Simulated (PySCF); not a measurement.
A side-by-side comparison of computed properties.

First species: C4H9F3Si2.
SMILES with atom numbers: `[F:1][C:2]([F:3])([F:4])[CH:5]1[CH2:6][SiH2:7][SiH2:8][CH2:9]1` (hydrogens: H10 on C5; H11, H12 on C6; H13, H14 on Si7; H15, H16 on Si8; H17, H18 on C9)

Cartesian coordinates in Å at the GFN2-xTB level; atoms count from 1:
```xyz
18
C4H9F3Si2 angstrom
F      2.3961   -0.6017    1.3362
C      1.6147    0.3148    0.7389
F      0.7723    0.7562    1.6915
F      2.4193    1.3527    0.4512
C      0.9138   -0.2335   -0.4899
C      0.0914    0.8703   -1.1624
Si    -1.5327    1.2069   -0.1879
Si    -1.5609   -0.9020    0.7677
C      0.0613   -1.4485   -0.1102
H      1.7318   -0.5460   -1.1551
H     -0.1532    0.5323   -2.1703
H      0.7050    1.7635   -1.2771
H     -1.3581    2.3721    0.6804
H     -2.5645    1.5543   -1.1733
H     -2.6097   -1.8491    0.3680
H     -1.4044   -1.0208    2.2181
H      0.6541   -2.1356    0.4932
H     -0.1851   -1.9797   -1.0305
```

Second species: C₆H₉FOSi.
SMILES: `C[SiH2]c1ccc(CF)o1`

Levels: PBE0/pcSseg-1 for HOMO energy, LUMO energy and HOMO–LUMO gap. Geometries: GFN2-xTB. Each structure is a single optimised conformer of the isolated species, non-relativistic unless stated. Electronic properties by PySCF.

Dipoles, sizes and rotational constants follow the conformer. The torsions of the flexible species, by atom-mapped SMILES:
- `[CH3:1][SiH2:2][c:3]1[cH:4][cH:5][c:6]([CH2:7][F:8])[o:9]1`: C1–Si2–C3–C4 -59°, C5–C6–C7–F8 -78°

The conformers of `FC(F)(F)C1C[SiH2][SiH2]C1` aren't listed.

| property | column X | column Y |
| --- | --- | --- |
| HOMO energy | -8.05 eV | -6.78 eV |
| LUMO energy | 0.07 eV | -0.47 eV |
| HOMO–LUMO gap | 8.12 eV | 6.31 eV |

(1) Which column belongs to which species?

(2) How does each property change from the first species to the second?

Results:

(1) Column X is the first species and column Y the second. The first has 18 atoms and 88 electrons, the second 18 and 76.

(2) HOMO energy +1.27 eV; LUMO energy -0.54 eV; HOMO–LUMO gap -1.81 eV.

